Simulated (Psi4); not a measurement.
C2H6N, charge -1, singlet, at a GFN2-xTB geometry (a gas-phase anion, which may not be bound at this level); Psi4 with LCCD/3-21G.

Psi4 was given this input:
```
memory 2 GB

molecule mol {
-1 1
C     1.173794   -0.298885   -0.030648
C    -0.000619    0.690498   -0.119470
N    -1.281756   -0.073605    0.018756
H     2.131807    0.237138    0.010824
H     1.167587   -1.007128    0.848546
H     1.205745   -0.944680   -0.924685
H     0.048015    1.289231    0.846587
H    -1.253289   -0.753268    0.806942
H    -1.366625   -0.655738   -0.818802
}

set {
  basis 3-21g
  reference rhf
}

energy('lccd')
print_variables()
```

Question: Write the output that Psi4 gives for this input, abridged.

Answer: 
```
   => Loading Basis Set <=

    Name: 3-21G
    Role: ORBITAL
    Keyword: BASIS

         ---------------------------------------------------------
                                   SCF
               by Justin Turney, Rob Parrish, Andy Simmonett
                          and Daniel G. A. Smith
                              RHF Reference
         ---------------------------------------------------------

  ==> Geometry <==

    Molecular point group: c1
    Full point group: C1

    Geometry (in Angstrom), charge = -1, multiplicity = 1:

       Center              X                  Y                   Z               Mass
    ------------   -----------------  -----------------  -----------------  -----------------
         C            1.217427493813    -0.340198488013    -0.013319027220    12.000000000000
         C            0.043014493813     0.649184511987    -0.102141027220    12.000000000000
         N           -1.238122506187    -0.114918488013     0.036084972780    14.003074004430
         H            2.175440493813     0.195824511987     0.028152972780     1.007825032230
         H            1.211220493813    -1.048441488013     0.865874972780     1.007825032230
         H            1.249378493813    -0.985993488013    -0.907356027220     1.007825032230
         H            0.091648493813     1.247917511987     0.863915972780     1.007825032230
         H           -1.209655506187    -0.794581488013     0.824270972780     1.007825032230
         H           -1.322991506187    -0.697051488013    -0.801473027220     1.007825032230

  Running in c1 symmetry.

  Rotational constants: A =      1.11886  B =      0.31019  C =      0.27273 [cm^-1]
  Rotational constants: A =  33542.53212  B =   9299.38342  C =   8176.37020 [MHz]
  Nuclear repulsion =   74.824402051967340

  Charge       = -1
  Multiplicity = 1
  Electrons    = 26
  Nalpha       = 13
  Nbeta        = 13

  ==> Algorithm <==

  SCF Algorithm Type is PK.
  DIIS enabled.
  MOM disabled.
  Fractional occupation disabled.
  Guess Type is SAD.
  Energy threshold   = 1.00e-08
  Density threshold  = 1.00e-08
  Integral threshold = 1.00e-12

  ==> Primary Basis <==

  Basis Set: 3-21G
    Blend: 3-21G
    Number of shells: 27
    Number of basis functions: 39
    Number of Cartesian functions: 39
    Spherical Harmonics?: false
    Max angular momentum: 1

  ==> Integral Setup <==

  Using in-core PK algorithm.
   Calculation information:
      Number of atoms:                   9
[...]
  @RHF Final Energy:  -132.77929696974221
    Total Energy =                       -132.7792969697422052
[...]
      0   0 1   -0.2953495947   -0.2953495947    0.2886521238        0
      1   1 1   -0.3176872936   -0.0223376989    0.0558785290        0
      2   2 1   -0.3296937560   -0.0120064625    0.0220370332        0
      3   3 1   -0.3318000657   -0.0021063096    0.0041163398        0
      4   4 1   -0.3318757037   -0.0000756381    0.0014020741        1
      5   5 1   -0.3318837647   -0.0000080610    0.0004014686        0
      6   6 1   -0.3318843487   -0.0000005839    0.0001298905        0
      7   7 1   -0.3318844052   -0.0000000565    0.0000357146        0
      8   8 1   -0.3318844094   -0.0000000042    0.0000117489        0
      9   8 2   -0.3318844099   -0.0000000005    0.0000033033        0
     10   8 3   -0.3318844099   -0.0000000000    0.0000011534        0
     11   8 4   -0.3318844099   -0.0000000000    0.0000003261        0
     12   8 5   -0.3318844099   -0.0000000000    0.0000001210        0
     13   8 6   -0.3318844099   -0.0000000000    0.0000000362        0

  CEPA(0) iterations converged!

  CEPA(0) variational energy:      -0.331884409946
  CEPA(0) transition energy:       -0.331884409800

        OS SCS-MP2 correlation energy:          -0.278548618128
        SS SCS-MP2 correlation energy:          -0.021075248746
        SCS-MP2 correlation energy:             -0.299623866874
      * SCS-MP2 total energy:                 -133.078920836616

        OS MP2 correlation energy:              -0.232123848440
        SS MP2 correlation energy:              -0.063225746237
        MP2 correlation energy:                 -0.295349594677
      * MP2 total energy:                     -133.074646564419

        OS CEPA(0) correlation energy:          -0.277160268156
        SS CEPA(0) correlation energy:          -0.054724141645
        CEPA(0) correlation energy:             -0.331884409946
      * CEPA(0) total energy:                 -133.111181379688

  Total time for CEPA(0) iterations:       0.26 s (user)
                                        0.11 s (system)
                                           1 s (total)

  Time per iteration:                   0.02 s (user)
                                        0.01 s (system)
                                        0.08 s (total)

  Variable Map:
  ----------------------------------------------------------------------------
[...]
  Array Variable Map:
  ----------------------------------------------------------------------------
[...]
[...]
```
